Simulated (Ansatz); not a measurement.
Os₄⁻. Charge -1, multiplicity 4. Geometry PBE0-D4/def2-SVPD; atoms count from 1.

```xyz
4

Os    1.552    0.131    0.104
Os   -0.358    0.973    1.093
Os   -1.096   -1.069    0.306
Os   -0.098   -0.036   -1.503
```

In the def2 sets Os takes a core potential; there is no spin–orbit coupling. The charge -1 quartet is spin-contaminated (final ⟨S²⟩ up to 5.70, 3.75 for a pure state). The geometry of the quartet was relaxed on an unsound state (⟨S²⟩ 5.68, where a pure state has 3.75). At PBE0-D4/def2-TZVPD a sextet of charge -1 lies 0.14 eV below the quartet, each at its own geometry. That sextet is doubtful there (⟨S²⟩ 9.62, where a pure state has 8.75). The structure comes from a short search, and lower isomers may exist.

(1) Estimate the Mulliken populations from the PBE0/def2-TZVPD orbitals of Ansatz.

(2) Where does the spin sit?

(3) And the Mayer bond orders between bonded heavy atoms (over 0.3)?

## Answers

(1) 
| atom | charge (e) | spin (α − β) | d electrons |
| --- | --- | --- | --- |
| Os1 | -0.23 | -0.99 | 6.65 |
| Os2 | -0.28 | 0.79 | 6.71 |
| Os3 | -0.20 | 2.42 | 6.60 |
| Os4 | -0.28 | 0.79 | 6.71 |
Mulliken values and Mayer orders depend strongly on the basis. With diffuse functions, as here, like atoms can get unlike values, and bond orders can come out too low or too high.

(2) Summed by element: Os 3.00, of 3 unpaired in all. Largest on single atoms: Os3 2.42, Os1 -0.99, Os2 0.79.

(3) Os1–Os2 1.78 (2.31 Å); Os1–Os3 0.68 (2.91 Å); Os1–Os4 1.78 (2.31 Å); Os2–Os3 1.78 (2.31 Å); Os2–Os4 0.88 (2.80 Å); Os3–Os4 1.78 (2.31 Å).
